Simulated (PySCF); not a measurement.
Species: SnCl(vinyl)3, C₆H₉ClSn.
Bonds: Sn1–Cl2, Sn1–C3, Sn1–C8, Sn1–C13, C3–C4, C8–C9, C13–C14. Hydrogens: H5 on C3; H6, H7 on C4; H10 on C8; H11, H12 on C9; H15 on C13; H16, H17 on C14.

Computed by this run: PySCF 2.14.0, PBE0-D3(BJ)/def2-SVP geometry optimisation, gas phase, def2 core potentials past Kr; density fitting, grid level 1; the optimiser is geomeTRIC in internal coordinates, started from a GFN2-xTB structure with every atom displaced at random (about 0.03 Å).

Geometry at step 5:
```
atom  x, y, z in Å
Sn1    -0.0049   -0.0037   -0.0270
Cl2     0.0406   -0.0067    2.3441
C3      2.0458   -0.0478   -0.6078
C4      2.9880   -0.5701    0.1746
H5      2.3181    0.4034   -1.5699
H6      2.7662   -0.9969    1.1595
H7      4.0411   -0.5817   -0.1262
C8     -1.0059    1.8029   -0.5639
C9     -0.9751    2.8811    0.2224
H10    -1.5686    1.8313   -1.5047
H11    -0.4531    2.8832    1.1848
H12    -1.4837    3.8125   -0.0525
C13    -1.0833   -1.7699   -0.5500
C14    -2.0021   -2.3022    0.2587
H15    -0.8655   -2.2516   -1.5116
H16    -2.2327   -1.8742    1.2408
H17    -2.5532   -3.2102   -0.0109
```

Task: What forces act on the atoms?

Result: 
| atom | Fx (eV/Å) | Fy (eV/Å) | Fz (eV/Å) |
| --- | --- | --- | --- |
| Sn1 | -0.042 | -0.039 | -0.058 |
| Cl2 | -0.003 | 0.009 | 0.026 |
| C3 | -0.189 | 0.098 | -0.081 |
| C4 | 0.167 | -0.057 | 0.121 |
| H5 | 0.026 | -0.054 | -0.021 |
| H6 | -0.036 | 0.005 | -0.015 |
| H7 | 0.060 | 0.005 | -0.013 |
| C8 | 0.018 | -0.014 | 0.040 |
| C9 | -0.016 | 0.003 | 0.003 |
| H10 | 0.029 | 0.011 | -0.036 |
| H11 | 0.023 | 0.000 | 0.029 |
| H12 | -0.030 | 0.006 | -0.007 |
| C13 | -0.023 | 0.029 | -0.016 |
| C14 | 0.035 | -0.018 | 0.066 |
| H15 | -0.011 | 0.026 | -0.009 |
| H16 | 0.004 | 0.018 | -0.003 |
| H17 | -0.013 | -0.028 | -0.026 |

The largest, 0.23 eV/Å, acts on C3; the rms over all components is 0.051 eV/Å. The forces sum to zero within rounding, as they must for an isolated molecule in no field.

Task: Give the force on C3 in Eh/bohr and in nN.

Result: 0.228 eV/Å ÷ 51.422 = 0.00443 Eh/bohr, and 0.228 eV/Å × 1.602 = 0.37 nN.

Task: How far is this geometry from the end of the optimisation?

Result: 0.066 eV above it, and 0.443 Å rms away after alignment. The bonds farthest from their final lengths, with half the difference of the two atoms' forces along the bond (positive lengthens):

```json
{"bond": "Sn1–Cl2", "now (Å)": "2.372", "final (Å)": "2.376", "force along bond (eV/Å)": "+0.04"}
{"bond": "C3–C4", "now (Å)": "1.331", "final (Å)": "1.335", "force along bond (eV/Å)": "+0.22"}
{"bond": "Sn1–C8", "now (Å)": "2.134", "final (Å)": "2.132", "force along bond (eV/Å)": "-0.02"}
{"bond": "Sn1–C3", "now (Å)": "2.132", "final (Å)": "2.133", "force along bond (eV/Å)": "-0.07"}
```

The angle farthest from its final value is Cl2–Sn1–C8, 105.2° against 104.1°.

The cost below is that of the whole optimisation. Time: 3.9 min; peak memory 0.70 GiB. Hardware: one thread, Arm Neoverse V1 (aarch64), shared host.
